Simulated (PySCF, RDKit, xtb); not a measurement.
Complex: HF (SMILES F) (first 2 atoms) with CH3Br (SMILES CBr); geometry from B3LYP-D3(BJ)/def2-TZVP, rigid monomers moved along the line of their centres of mass till H2···Br4 is 2.71 Å.
(charge 0, multiplicity 1):
```xyz
7

F     -0.03944    -0.14847     0.64158
H     -0.06252    -0.64869     1.43194
C     -0.26814     0.99316     4.18779
Br    -0.18993    -0.97053     4.12200
H     -1.20659     1.25919     4.66002
H     -0.21838     1.34635     3.16424
H      0.58255     1.32672     4.77049
```

Counterpoise-corrected where a basis set is named; no monomer relaxation. Rows marked so take none. RDKit's UFF carries no charges.

Rows in 3-21G, 6-31G* carry no dispersion term and start afresh at each structure (6-31G* with six Cartesian d functions); the Pople sets are all-electron and without relativity.

Run with PySCF for 3-21G rows, 6-31G* rows; RDKit for the force fields; xtb for the GFN methods. Each number belongs to the level named beside it.

**Question.** One of these levels gives 0.79 kcal/mol for the interaction energy. Which one is it?
A. B3LYP/3-21G (no counterpoise)
B. UFF
C. GFN2-xTB
D. HF/6-31G*

**Answer.** B, UFF. The others give -3.13 (GFN2-xTB), -2.54 (HF/6-31G*), -5.60 (B3LYP/3-21G (no counterpoise))
